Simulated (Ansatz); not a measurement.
Reaction (formal exchange of groups at a Ge–C bond): `N/C(F)=[CH]/[GeH3]` + `CC(C)C#N` → `C[CH]([GeH3])C#N` + `C/C=C(\N)F`

Program: Ansatz. Geometries: PBE0-D4/def2-TZVP. ΔE: electronic, gas phase. CCSD(T)/CBS is the MP2 limit (def2-TZVPP, def2-QZVPP) plus CCSD(T) − MP2 in def2-TZVPP, frozen cores. Double bonds are as drawn, so ΔE can hold a change between cis and trans. DFT in def2-TZVPP. B3LYP here is the variant with VWN-RPA as its local correlation; programs differ in this. For Ge outer-core shells are correlated without core-valence functions, which leaves a few kJ/mol of doubt a bond. Scalar relativity is left out up to krypton. One conformer a species, not always the lowest.

Is it downhill or uphill in electronic energy at CCSD(T)/CBS, and by how much? (Best estimate.)

The calculation gave: Uphill: ΔE = +14.8 kJ/mol.

What do these levels give: PBE-D4, B3LYP-D4, ωB97X-V, MP2/def2-TZVPP, SCS-MP2/def2-TZVPP, CCSD/def2-TZVPP? (An estimate is asked.)

Computed: PBE-D4 10.7, B3LYP-D4 13.1, ωB97X-V 17.8, MP2/def2-TZVPP 17.2, SCS-MP2/def2-TZVPP 18.4, CCSD/def2-TZVPP 17.8 kJ/mol.

Largest T1 diagnostic among the species: 0.012.

In def2-TZVPP, CCSD(T) changes the Hartree–Fock value by −8.1 kJ/mol (the triples alone add −0.6 kJ/mol) and MP2 by −8.2 kJ/mol.
